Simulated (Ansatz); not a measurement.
Total energies of Sn2SeF6 (relaxed from a model of (F3Sn)2Se, whose bonding it doesn't keep) from Ansatz at PBE-D4/def2-SVP, gas phase (1 Eh = 27.2114 eV = 2625.5 kJ/mol). The reference geometry is relaxed at r2SCAN-D4/def2-SVP.

```xyz
9

Sn   -1.644   -0.660   -0.546
F    -3.268   -0.413    0.434
F    -2.227   -0.688   -2.367
F    -0.619    1.044   -0.326
Se    0.278   -1.965    0.293
Sn    1.434    0.345    0.499
F     2.036    1.196   -1.108
F     3.096   -0.356    1.185
F     0.913    1.499    1.937
```

```
                 state   geometry  energy (Eh)
      charge 0 singlet  reference  -3427.74916
      charge 1 doublet  reference  -3427.35062
     charge -1 doublet  reference  -3427.83366
free Sn atom (triplet)          –   -214.24400
 free F atom (doublet)          –    -99.53976
free Se atom (triplet)          –  -2400.83018
```

In the def2 sets Sn takes a core potential; there is no spin–orbit coupling.

Work out the vertical ionisation energy to the doublet.

E(charge 1 doublet) − E(charge 0 singlet) = -3427.35062 − (-3427.74916) = 0.39854 Eh = 10.84 eV. For comparison, −ε of the highest occupied level is 7.85 eV at this level, 2.99 eV less.

Work out the vertical electron affinity, to the doublet.

E(charge 0 singlet) − E(charge -1 doublet) = -3427.74916 − (-3427.83366) = 0.08450 Eh = 2.30 eV. The basis lacks diffuse functions, which makes affinities too small.

Give the fundamental gap IE − EA, the Mulliken electronegativity (IE + EA)/2 and the hardness (IE − EA)/2.

From the values in Eh: IE − EA = 0.39854 − 0.08450 = 0.31404 Eh = 8.55 eV; (IE + EA)/2 = 6.57 eV; (IE − EA)/2 = 4.27 eV. The HOMO–LUMO gap of the same run is 2.89 eV, 5.66 eV smaller than the fundamental gap.

What is the binding energy per atom against free atoms?

Atoms: 2 × (-214.24400) + 6 × (-99.53976) + 1 × (-2400.83018) = -3426.55674 Eh. Binding: -3426.55674 − (-3427.74916) = 1.19242 Eh = 32.45 eV, or 3.61 eV for each of 9 atoms (no zero-point energy, no counterpoise term).

At PBE-D4/def2-SVP the gap within one spin of the charge 1 doublet nearly closes, so an electron or hole may be smeared out by delocalisation error. At PBE-D4/def2-SVP the highest occupied level of the charge -1 doublet lies above zero (up to 0.30 eV). By energy differences its removal costs 2.30 eV (vertical, to the charge 0 singlet, at PBE-D4/def2-SVP); self-interaction error and the lack of diffuse functions both raise the level.
